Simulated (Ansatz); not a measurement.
Ti₃H⁺. Charge 1, multiplicity 1. Geometry r2SCAN-D4/def2-TZVP.

Cartesian coordinates in Å:
```
Ti -1.174 -0.419 0.260
Ti 0.922 -1.365 0.759
Ti 0.998 0.679 -0.405
H -0.746 1.105 -0.613
```

B3LYP takes the VWN-RPA correlation. At HF/def2-TZVP, PBE-D4/def2-TZVP the restricted singlet is unstable: a solution with broken spin symmetry lies lower. The restricted singlet is unstable towards broken spin symmetry at other levels; at B3LYP-D4/def2-TZVP, PBE0-D4/def2-SVP, BHLYP-D4/def2-TZVP this wasn't settled. The geometry of the singlet was relaxed on an unsound state (restricted singlet, unstable towards broken spin symmetry at other levels and untested here). At PBE0-D4/def2-TZVP a triplet of charge 1 lies 1.68 eV below the restricted singlet, each at its own geometry. That triplet is doubtful there (⟨S²⟩ 4.45, where a pure state has 2.00). The structure comes from a short search, and lower isomers may exist.

Question: Estimate the orbital energies around the gap (eV) in Ansatz with HF/def2-TZVP, PBE-D4/def2-TZVP, B3LYP-D4/def2-TZVP, PBE0-D4/def2-SVP, BHLYP-D4/def2-TZVP.

Answer: 
```
orbital  HF/def2-TZVP  PBE-D4/def2-TZVP  B3LYP-D4/def2-TZVP  PBE0-D4/def2-SVP  BHLYP-D4/def2-TZVP
 HOMO−9        -52.54            -40.89              -43.68            -44.25              -47.63
 HOMO−8        -52.40            -40.83              -43.63            -44.21              -47.40
 HOMO−7        -51.99            -40.32              -43.08            -43.62              -46.94
 HOMO−6        -51.88            -40.04              -42.82            -43.34              -46.57
 HOMO−5        -16.58            -12.50              -13.43            -13.45              -14.47
 HOMO−4        -13.40             -9.20               -9.83             -9.78              -10.70
 HOMO−3        -12.85             -8.77               -9.41             -9.36              -10.54
 HOMO−2        -12.52             -8.74               -9.33             -9.26              -10.23
 HOMO−1        -10.64             -8.30               -9.17             -9.13              -10.03
   HOMO        -10.50             -7.98               -8.58             -8.40               -9.42
   LUMO         -4.16             -7.86               -6.75             -6.18               -5.73
 LUMO+1         -3.09             -7.84               -6.74             -6.13               -5.12
 LUMO+2         -2.28             -7.30               -6.60             -6.12               -5.05
 LUMO+3         -1.92             -7.06               -6.59             -6.03               -4.91
 LUMO+4         -1.91             -6.95               -6.16             -5.55               -4.74
 LUMO+5         -1.72             -6.54               -5.97             -5.47               -4.55
```
